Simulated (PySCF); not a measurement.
A structure optimised at B3LYP-D3(BJ)/def2-TZVP, used in a PySCF frequency run:

```
O
H 1 0.9735
Zn 1 1.7713 2 113.56
```
Charge +1, spin multiplicity 1.

**Question.** Write its SMILES, formula and point group.

**Answer.** [OH][Zn+], HOZn, Cs

**Question.** What are its rotational constants (standard atomic weights)?

**Answer.** 690.11, 11.576, 11.385 GHz
